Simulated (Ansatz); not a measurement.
What each rung costs, and what it gives

Saddle point of BH₂BrCl₂, closed shell (BBrCl₂ ([Cl][B]([Cl])[Br]) + H₂ → BHCl₂ ([Cl][BH][Cl]) + HBr; bonds formed: B1–H6, Br2–H5; bonds broken: B1–Br2, H5–H6), PBE0-D4/def2-TZVP structure:

B1  (0.000, -0.374, 0.132)
Br2  (1.064, 1.567, -0.492)
Cl3  (0.370, -1.627, -1.041)
Cl4  (0.210, -0.608, 1.858)
H5  (-0.485, 0.915, -0.348)
H6  (-1.159, 0.127, -0.109)
(Å)

Barriers are electronic and count from the start structure reached by relaxing down the imaginary mode.

Ansatz 0.2.0; basis: as named in each row; cores frozen in the correlated methods. Filled d shells of the heavier atoms are correlated. The def2 sets are not built for correlating such inner shells, so the correlated values are less sure here. B3LYP uses VWN-RPA correlation. Extrapolation: Hartree–Fock as exp(−7.88 √X), correlation as X^−2.97.

Times are rough, for one single point on 4 threads of a shared host (Arm Neoverse V2).

The estimate by CCSD(T) at an estimated basis limit (MP2 extrapolated from triple and quadruple zeta, plus CCSD(T) − MP2 in triple zeta) is 35.21 kcal/mol.

```
      method       basis  time (s)  barrier (kcal/mol)  method less estimate
          HF      STO-3G   under 1               71.99                 36.78
      PBE-D4      STO-3G   under 1               49.98                 14.77
       SPW92    def2-SVP   under 1               17.53                -17.69
      PBE-D4    def2-SVP   under 1               25.70                 -9.52
    B3LYP-D4       6-31G   under 1               38.17                  2.95
       SPW92  def2-TZVPP   under 1               18.52                -16.69
     PBE0-D4    def2-SVP   under 1               28.42                 -6.79
      PBE-D4  def2-TZVPP         1               26.86                 -8.35
     CCSD(T)    def2-SVP         2               37.70                  2.49
     BLYP-D4  def2-TZVPP         2               31.94                 -3.27
    BHLYP-D4  def2-TZVPP         2               36.96                  1.74
    B3LYP-D4  def2-TZVPP         2               33.47                 -1.74
CAM-B3LYP-D4  def2-TZVPP         2               34.21                 -1.01
     PBE0-D4  def2-TZVPP         2               29.40                 -5.81
  RPA on PBE  def2-TZVPP         3               36.44                  1.23
   r2SCAN-D4  def2-TZVPP         4               29.80                 -5.42
      B2PLYP  def2-TZVPP         4               35.08                 -0.13
     wB97M-V    def2-SVP         4               32.07                 -3.15
    PBE-QIDH  def2-TZVPP         4               32.71                 -2.50
  r2SCAN0-D4  def2-TZVPP         4               31.39                 -3.82
     wB97X-V  def2-TZVPP         6               34.74                 -0.47
      B97M-V  def2-TZVPP         6               33.21                 -2.01
     wB97M-V  def2-TZVPP         6               34.26                 -0.95
         MP2  def2-QZVPP        11               34.91                 -0.30
     CCSD(T)  def2-TZVPP        20               35.78                  0.57
```

All methods are single points on the PBE0-D4 structures.

The T1 diagnostic stays at or below 0.011.

Labels in which every atom is bracketed show which atoms are joined, not bond orders.
